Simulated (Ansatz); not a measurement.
`[OH][Ti]([OH])([F])[Cl]` and `[NH2][Ti]([OH])([F])[Cl]` differ in one atom or group.

Ansatz, PBE0-D4/def2-TZVP geometries, multiplicity 1. Each molecule was computed in one conformer, which needn't be the lowest.

Scalar relativity is left out up to krypton.

```json
{"property": "HOMO energy (ωB97M-V/def2-TZVPP) / eV", "`[OH][Ti]([OH])([F])[Cl]`": "-11.33"}
{"property": "ideal-gas entropy at 298 K and 1 bar (rigid rotor, harmonic PBE0-D4/def2-TZVP) / J/(mol·K)", "`[OH][Ti]([OH])([F])[Cl]`": "369"}
{"property": "HOMO energy (B3LYP/def2-TZVPP) / eV", "`[OH][Ti]([OH])([F])[Cl]`": "-8.80"}
{"property": "LUMO energy (PBE0/def2-TZVPP) / eV", "`[OH][Ti]([OH])([F])[Cl]`": "-2.37"}
{"property": "HOMO–LUMO gap (ωB97M-V/def2-TZVPP) / eV", "`[OH][Ti]([OH])([F])[Cl]`": "11.23"}
{"property": "size of the dipole moment (PBE/def2-TZVPP) / D", "`[OH][Ti]([OH])([F])[Cl]`": "3.16"}
```

Question: What does the change do to each property? (Estimate.)

Answer: The calculation gave: 
```json
{"property": "HOMO energy (ωB97M-V/def2-TZVPP) / eV", "`[NH2][Ti]([OH])([F])[Cl]`": "-10.39", "shift": "0.94"}
{"property": "ideal-gas entropy at 298 K and 1 bar (rigid rotor, harmonic PBE0-D4/def2-TZVP) / J/(mol·K)", "`[NH2][Ti]([OH])([F])[Cl]`": "376", "shift": "7"}
{"property": "HOMO energy (B3LYP/def2-TZVPP) / eV", "`[NH2][Ti]([OH])([F])[Cl]`": "-7.85", "shift": "0.95"}
{"property": "LUMO energy (PBE0/def2-TZVPP) / eV", "`[NH2][Ti]([OH])([F])[Cl]`": "-2.19", "shift": "0.18"}
{"property": "HOMO–LUMO gap (ωB97M-V/def2-TZVPP) / eV", "`[NH2][Ti]([OH])([F])[Cl]`": "10.47", "shift": "-0.76"}
{"property": "size of the dipole moment (PBE/def2-TZVPP) / D", "`[NH2][Ti]([OH])([F])[Cl]`": "2.79", "shift": "-0.37"}
```

With PBE0 the HOMO rises by 0.98 eV and the LUMO rises by 0.18 eV, so the gap narrows by about 0.80 eV. PBE moves the HOMO by 0.92 eV and ωB97M-V by 0.94 eV. The zero-point energy changes by 31.5 kJ/mol with +3 modes. Dipoles are sizes alone; their direction can turn.

B3LYP here is the variant with VWN-RPA as its local correlation; programs differ in this.
